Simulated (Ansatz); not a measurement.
Ga₁₃Sb₁₄H₃₄⁺, a nanocrystal cut from wurtzite GaSb (hydrogen-capped), 61 atoms. Hardware: 10 threads of AMD EPYC 7R13 on a shared host and a whole NVIDIA H100 80GB HBM3.

In the def2 sets Sb takes a core potential; there is no spin–orbit coupling. Single mean-field runs in def2-SVP, def2-mTZVP are fitted with def2-universal-jkfit.

Question: How many basis functions does each of these Ansatz runs have, and roughly what does it cost? B3LYP-D4/def2-SVP, charge 0 doublet at the geometry of the charge 1 singlet, energy, from earlier orbitals; PBE-D4/def2-SVP, charge 0 doublet at the geometry of the charge 1 singlet, energy, from earlier orbitals; r2SCAN-D4/def2-SVP, charge 1 singlet, energy and forces, from earlier orbitals; PBE0-D4/def2-SVP, charge 1 triplet at the geometry of the charge 1 singlet, energy; PBE0-D4/def2-SVP, charge 2 doublet at the geometry of the charge 1 singlet, energy; PBE-D4/def2-SVP, charge 1 singlet, energy, from earlier orbitals; B3LYP-D4/def2-SVP, charge 1 singlet, energy and forces, from earlier orbitals; PBE-D4/def2-SVP, charge 1 singlet, relaxation, 7 steps; B3LYP-D4/def2-SVP, charge 2 doublet at the geometry of the charge 1 singlet, energy, from earlier orbitals; PBE-D4/def2-SVP, charge 2 doublet at the geometry of the charge 1 singlet, energy, from earlier orbitals; PBE0-D4/def2-SVP, charge 1 singlet, energy, from earlier orbitals; r2SCAN-D4/def2-mTZVP, charge 1 singlet, energy, from earlier orbitals.

Answer: Other jobs shared the machine, so times can vary by a factor of up to 3.

```
                                                                                                       run  functions  fitting or Cholesky vectors  wall time  peak host memory (GiB)
                                          PBE-D4/def2-SVP, charge 1 singlet, energy, from earlier orbitals        950                         7122        6 s                     1.8
                                     r2SCAN-D4/def2-mTZVP, charge 1 singlet, energy, from earlier orbitals       1074                         7122      8.5 s                     1.9
                            r2SCAN-D4/def2-SVP, charge 1 singlet, energy and forces, from earlier orbitals        950                         7122        9 s                       2
  PBE-D4/def2-SVP, charge 0 doublet at the geometry of the charge 1 singlet, energy, from earlier orbitals        950                         7122      9.5 s                     1.8
                                         PBE0-D4/def2-SVP, charge 1 singlet, energy, from earlier orbitals        950                         7122       13 s                     1.8
                             B3LYP-D4/def2-SVP, charge 1 singlet, energy and forces, from earlier orbitals        950                         7122       19 s                      13
  PBE-D4/def2-SVP, charge 2 doublet at the geometry of the charge 1 singlet, energy, from earlier orbitals        950                         7122       21 s                     1.9
B3LYP-D4/def2-SVP, charge 0 doublet at the geometry of the charge 1 singlet, energy, from earlier orbitals        950                         7122       26 s                     1.9
                                                    PBE-D4/def2-SVP, charge 1 singlet, relaxation, 7 steps        950                         7122       44 s                       2
                        PBE0-D4/def2-SVP, charge 2 doublet at the geometry of the charge 1 singlet, energy        950                         7122       67 s                     1.9
B3LYP-D4/def2-SVP, charge 2 doublet at the geometry of the charge 1 singlet, energy, from earlier orbitals        950                         7122       77 s                     1.9
                        PBE0-D4/def2-SVP, charge 1 triplet at the geometry of the charge 1 singlet, energy        950                         7122       96 s                     1.9
```
